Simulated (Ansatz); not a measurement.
A structure relaxed at PBE0/def2-SVPD in Ansatz, charge -1, singlet:

Cartesian coordinates in Å:
```
Na -1.642 -1.118 -1.343
Na 0.969 -2.682 0.299
Na -0.620 1.918 -2.738
Na -1.725 -0.885 2.108
Na 2.043 0.201 -1.251
Na -0.817 2.146 0.738
Na 1.793 0.419 2.187
```

Task: Give its formula.

Result: the cluster Na7⁻ (the lowest singlet isomer of a short search).

Task: Summarise the bond lengths by kind (pairs closer than 1.2 times the sum of covalent radii, bridged metal pairs left out).

Result: 14 × Na–Na 3.44 to 3.96 Å.

The restricted singlet is unstable towards broken spin symmetry in Hartree–Fock (as tested in another run); at PBE0/def2-SVPD this wasn't settled. The structure comes from a short search, and lower isomers may exist.
